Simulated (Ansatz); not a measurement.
H₁₂Si₄Sn (`[SiH3][Sn]([SiH3])([SiH3])[SiH3]`), one more setting.

```yaml
crystal:
  periodic: [false, false, false]
  atoms:
    - {symbol: Si, position_ang: [-0.536381, 1.260994, -2.080881]}
    - {symbol: Sn, position_ang: [-0.010649, 0.041823, 0.303933]}
    - {symbol: Si, position_ang: [2.469916, 0.168695, 0.432141]}
    - {symbol: Si, position_ang: [-0.529722, -2.441194, -0.557647]}
    - {symbol: Si, position_ang: [-1.226281, 0.784907, 1.753613]}
    - {symbol: H, position_ang: [0.059219, 2.872651, -1.758833]}
    - {symbol: H, position_ang: [0.502446, 0.760651, -3.223801]}
    - {symbol: H, position_ang: [-1.714710, 1.418207, -2.522602]}
    - {symbol: H, position_ang: [3.006249, -0.796525, 1.884000]}
    - {symbol: H, position_ang: [2.913991, 1.518602, 1.117465]}
    - {symbol: H, position_ang: [3.451081, -0.492711, -0.248405]}
    - {symbol: H, position_ang: [-0.422039, -3.289012, 0.951286]}
    - {symbol: H, position_ang: [-0.057306, -2.973495, -1.791281]}
    - {symbol: H, position_ang: [-2.105248, -2.373274, -0.807894]}
    - {symbol: H, position_ang: [-2.938704, 0.878746, 1.416766]}
    - {symbol: H, position_ang: [-1.003832, 0.269518, 3.174080]}
    - {symbol: H, position_ang: [-0.956430, 2.215750, 2.017214]}
basis:
  gaussian: {orbitals: def2-SVP}
hamiltonian: {xc: {name: wB97X}}
output: {forces: true}
```

```sh
$ ansatz run in.yaml --threads 2 --pin off --events-out ev --progress --plain --max-ram 22528MiB --backend cpu
```

Shortened log:

```
Functional definition: wB97X
1632 factors; integrals over basis functions are off by at most 1.3e-3 eV
608 factors; integrals over basis functions are off by at most 9.3e-6 eV
mean field evaluation 1: about -37520.5458 eV, gradient 1.5e1 eV
mean field evaluation 2: about -37521.4213 eV, gradient 7.4e0 eV
mean field evaluation 4: about -37521.6171 eV, gradient 4.0e-1 eV
mean field evaluation 8: about -37521.6433 eV, gradient 3.0e-2 eV
mean field evaluation 16: about -37521.6433 eV, gradient 4.0e-5 eV
mean field -37521.64331808 eV, -1378.8949588560 hartree, gradient 4.0e-5 eV, S^2 0.000000; 0 other end points of the search recorded, 0 dependent functions left out
reference -37521.64327201 eV, -1378.8949571632 hartree; 45, 45 occupied and 113, 113 virtual orbitals, 1632 factors
Total energy: -37521.64327201 eV, -1378.8949571632 hartree
Atom 0 at    -0.536381     1.260994    -2.080881 Å, force     8.780073     1.391559     2.560022 eV/Å
Atom 1 at    -0.010649     0.041823     0.303933 Å, force     6.333188    -5.273174   -11.118637 eV/Å
Atom 2 at     2.469916     0.168695     0.432141 Å, force     0.342528     0.810553     5.963589 eV/Å
Atom 3 at    -0.529722    -2.441194    -0.557647 Å, force    -2.558515     0.449264     3.963046 eV/Å
Atom 4 at    -1.226281     0.784907     1.753613 Å, force    -9.728114     4.824625     9.344629 eV/Å
Atom 5 at     0.059219     2.872651    -1.758833 Å, force    -0.947543    -2.342941    -0.535522 eV/Å
Atom 6 at     0.502446     0.760651    -3.223801 Å, force    -1.278211     0.330403     1.261962 eV/Å
Atom 7 at    -1.714710     1.418207    -2.522602 Å, force    -6.204331     0.500475    -2.242707 eV/Å
Atom 8 at     3.006249    -0.796525     1.884000 Å, force    -1.335378     1.320520    -1.942530 eV/Å
Atom 9 at     2.913991     1.518602     1.117465 Å, force    -0.279084    -0.844660    -1.114704 eV/Å
Atom 10 at     3.451081    -0.492711    -0.248405 Å, force     1.733966    -0.974126    -2.456683 eV/Å
Atom 11 at    -0.422039    -3.289012     0.951286 Å, force     0.077684     0.805148    -2.598832 eV/Å
Atom 12 at    -0.057306    -2.973495    -1.791281 Å, force     0.996639    -0.580193    -0.880903 eV/Å
Atom 13 at    -2.105248    -2.373274    -0.807894 Å, force     1.367385    -0.079026     0.270187 eV/Å
Atom 14 at    -2.938704     0.878746     1.416766 Å, force     2.716609    -0.499705     0.399570 eV/Å
Atom 15 at    -1.003832     0.269518     3.174080 Å, force    -0.244051    -0.211100    -0.618896 eV/Å
Atom 16 at    -0.956430     2.215750     2.017214 Å, force     0.227156     0.372379    -0.253591 eV/Å
Dipole moment:    -0.101223    -0.086736    -0.196951 e Å
```

Hardware: 2 threads of an AMD EPYC 7R13 on a shared host. Wall time 13 s, peak host memory 0.76 GiB.
